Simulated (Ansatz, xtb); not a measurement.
Two structures of BrHSi2

Structure I is a singlet given by its coordinates and structure II is a triplet given by its coordinates. Both are isolated molecules in the gas phase, relaxed with B3LYP-D3(BJ)/def2-SVP.

I (Å):

```xyz
4

Br    0.8055   -2.5925    2.1354
Si   -1.4440   -1.2925   -0.5772
Si   -0.1396   -0.8098    1.1427
H     0.2755    0.4514    1.8213
```

Close contacts (Å): Br1–Si3 2.25, Si2–Si3 2.21, Si3–H4 1.49.

II (Å):

```xyz
4

Br    0.9095    1.4116    1.9340
Si   -0.2094    0.6088    0.1405
Si    1.1597   -0.7951   -1.1109
H     0.1131   -1.1205   -2.1744
```

Close contacts (Å): Br1–Si2 2.26, Si2–Si3 2.33, Si3–H4 1.53.

Q: Estimate E(II) − E(I) at the level CCSD(T)/def2-TZVPP.

A: Calculated at CCSD(T)/def2-TZVPP: E(II) − E(I) = +18.8 kJ/mol, so structure I lies lower.

The same difference at several levels:

| level | geometry | E(II) − E(I) (kJ/mol) | departure from the last row (kJ/mol) | job, with rough time for the two |
| --- | --- | --- | --- | --- |
| B3LYP-D3(BJ)/def2-SVP | B3LYP-D3(BJ)/def2-SVP | +2.1 | −16.7 | optimisation, 80 s |
| HF/def2-TZVPP | B3LYP-D3(BJ)/def2-SVP | −23.5 | −42.4 | part of the CCSD(T) run |
| MP2/def2-TZVPP | B3LYP-D3(BJ)/def2-SVP | +20.3 | +1.5 | part of the CCSD(T) run |
| CCSD(T)/def2-TZVPP | B3LYP-D3(BJ)/def2-SVP | +18.8 |  | single point, 3.1 min |

HF/def2-TZVPP puts the two in the other order. The largest departure from CCSD(T)/def2-TZVPP is that of HF/def2-TZVPP, 42.4 kJ/mol. Levels run at GFN2-xTB geometries aren't shown. The triplet state of II needn't be its ground state.

With harmonic frequencies from B3LYP-D3(BJ)/def2-SVP (ideal gas, rigid rotor, one conformer each, 298.15 K, 1 atm): on the last row, ΔE + ΔZPE = +16.5 kJ/mol. A mode under 50 cm⁻¹ makes harmonic enthalpies and free energies unreliable, so none is given.

Open shells are spin-unrestricted. The correlated steps freeze 19 core orbitals; the filled d shell of Br is correlated, in a basis made for valence electrons. ΔG holds the spin degeneracy. Programs: Ansatz 0.2.0; the last row on 1 thread of Intel(R) Xeon(R) Platinum 8259CL CPU @ 2.50GHz (Skylake/Cascade Lake) on a shared host.
